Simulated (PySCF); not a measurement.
Ionising BBr

PBE; PySCF, no relativity, basis sets B def2-TZVPPD, Br def2-TZVPPD. Neutral (UKS): singlet (closed shell), Re = 1.909 Å, ωe = 660 cm⁻¹, De = 4.80 eV, HOMO -6.29 eV, LUMO -3.14 eV.

BBr⁺ (UKS): doublet (σ ↑), Re = 1.761 Å, ωe = 924 cm⁻¹, De = 4.04 eV to B⁺ + Br. The energies at the minima are -2598.50759 hartree for BBr and -2598.16128 for BBr⁺.

(1) Work out the adiabatic ionisation energy, without and with harmonic zero-point energies (1 hartree = 27.2114 eV, 1 eV = 8065.5 cm⁻¹), and the change of the bond length.

BBr⁻ (UKS): doublet (π ↑), Re = 2.115 Å, ωe = 396 cm⁻¹, De = 1.59 eV to B + Br⁻. The energies at the minima are -2598.50759 hartree for BBr and -2598.51847 for BBr⁻.

(2) Work out the adiabatic electron affinity, without and with harmonic zero-point energies (1 hartree = 27.2114 eV, 1 eV = 8065.5 cm⁻¹), and the change of the bond length.

Spin–orbit coupling is left out. For an ion De counts to the pair picked by the measured ionisation energies or electron affinities, which need not be the lowest pair at this level. The highest Kohn–Sham level is positive in this anion. Much of that is self-interaction error, but it also means that the finite basis helps to hold the extra electron. States were picked by a PBE0 search and need not be the measured ground states.

Answers

(1) At PBE: 0.34631 hartree = 9.424 eV between the minima; the zero-point term (924.0 − 660.0)/2 cm⁻¹ = +0.016 eV makes it 9.440 eV. Re changes by -14.8 pm against the neutral. Minus the HOMO energy is 6.29 eV, -3.13 eV from the value between the minima; self-interaction puts the Kohn–Sham level too high, less so with exact exchange. The electron leaves a σ orbital, and the shorter bond of the ion fits an antibonding orbital, or a change in how ionic the bond is.

(2) At PBE: 0.01088 hartree = 0.296 eV between the minima; the zero-point term (660.0 − 396.0)/2 cm⁻¹ = +0.016 eV makes it 0.312 eV. Re changes by +20.6 pm against the neutral. The electron enters a π orbital, and the longer bond of the ion fits an antibonding orbital, or a change in how ionic the bond is.
